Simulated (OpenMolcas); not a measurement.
# neutral aluminium: CASPT2 settings compared

```json
{
 "Program": "OpenMolcas 26.06",
 "Basis": "ANO-L-VQZP [6s5p3d2f]",
 "Scalar Hamiltonian": "non-relativistic, point nucleus",
 "Active space": "3 electrons in 4 orbitals (3s 3p)",
 "State averaging": "2S+1 = 4 odd, 1 root (0 in the spin-orbit step); 2S+1 = 2 odd, 3 roots kept (CI in the orbitals of an earlier block); 2S+1 = 4 even, 3 roots",
 "Spin-orbit coupling": "state interaction with AMFI integrals over the reference wave functions, term energies averaged over their components"
}
```

Methods on the same reference wave functions:
A. CASSCF
B. SS-CASPT2, IPEA 0.2 Eh, imaginary shift 0.25 Eh (closed shells correlated: none)
C. SS-CASPT2, IPEA 0.2 Eh, no level shift (closed shells correlated: 2s 2p)
D. SS-CASPT2, IPEA 0.35 Eh, imaginary shift 0.5 Eh (closed shells correlated: 2s 2p)

Energies in cm-1 above 3s2 3p 2P* 1/2, the measured ground level; measured values from NIST Handbook of Basic Atomic Spectroscopic Data.

| Level | A | B | C | D | Measured |
| --- | --- | --- | --- | --- | --- |
| 3s2 3p 2P* 1/2 | 0.0 | 0.0 | 0.0 | 0.0 | 0.0 |
| 3s2 3p 2P* 3/2 | 103 | 103 | 103 | 103 | 112 |
| 3s 3p2 4P 1/2 | 22578 | 26300 | 26653 | 26280 | 29020 |
| 3s 3p2 4P 3/2 | 22615 | 26337 | 26690 | 26317 | 29067 |
| 3s 3p2 4P 5/2 | 22676 | 26398 | 26751 | 26378 | 29143 |

Deviations, from unrounded energies. A percentage is the sum of absolute deviations over the sum of measured energies, with the sign that they share, or ± where signs differ.

```csv
Against measurement,Levels,A,B,C,D
mean absolute deviation (cm-1),4,4800,2100,1800,2100
fine structure of the ground term (%),1,-8.5,-8.5,-8.5,-8.5
other configurations (%),3,-22.2,-9.4,-8.2,-9.5
```

C lies closest to measurement on these levels and A furthest from it. The largest miss of C in the table is 3s 3p2 4P 5/2, by -2400 cm-1. The ranking rests on the paired levels alone, and a cruder setting can come out closer through cancelling errors.

Among B to D the level of the table that moves most is 3s 3p2 4P 1/2, by 370 cm-1 (lowest in D, highest in C).

The lowest spin-free term lies below A's lowest term by 0.029 hartree in B, 0.054 hartree in C, 0.050 hartree in D.

Terms from blocks run as CI alone lack orbitals of their own. Terms of s pⁿ other than that of highest spin mix with s² pⁿ⁻² d, which this space lacks; all of them can be thousands of cm-1 off, and some have no real level of that name. Without dynamic correlation excited terms often stand tens of per cent too high (terms of higher spin than the ground term too low), and those without a measured partner can miss by more than the paired ones (holds for A). Computed and measured levels are paired by configuration, term and J; levels that our copy of the source lacks, or whose pairing is in doubt (as where it misses far off the trend of its configuration), stay unpaired and out of the deviations. Only configurations of the active space appear.

* marks odd parity.
